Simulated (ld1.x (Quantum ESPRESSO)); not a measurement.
**Building the TM semilocal potential for selenium (Se) (PW91, scalar-relativistic).**

Se, norm-conserving Troullier–Martins (semilocal form), made with ld1.x (Quantum ESPRESSO) 7.5 (PW91, scalar-relativistic). Core [Ar] 3d10, reference 4s2 4p3 (charge +1). Waves: 4s (bound): rc 1.45 bohr; 4p (bound): rc 1.50 bohr. Local part: the p channel. Core correction: Bessel-smoothed model core inside 1.00 bohr.

All-electron outer shells of the reference configuration (PW91, scalar-relativistic, ld1.x):

```csv
shell,level (eV),outermost node (bohr),outermost maximum (bohr)
4s,-26.95,0.70,1.49
4p,-15.47,0.74,1.75
```

What the tests gave:

- Cutoffs needed: 40 Ry and 80 Ry (the cutoffs (Ry, on a coarse ladder) from which the occupation-weighted sum of valence levels, in a spherical-Bessel basis at the reference potential, stays within 10 and 1 mRy of its value at 400 Ry)
- Ghost test: no extra level below or beside the all-electron valence levels (s, p tested); the semilocal form is local in each channel, so this says nothing of the separable form that plane-wave codes build from it (spherical-Bessel basis up to 400 Ry, 20 bohr box)
- Largest excitation error: -31 meV (all-electron minus pseudo) for 4s2 4p1, out of 7 test configurations

Generation and tests took about 0.94 s on one core of a shared server CPU.
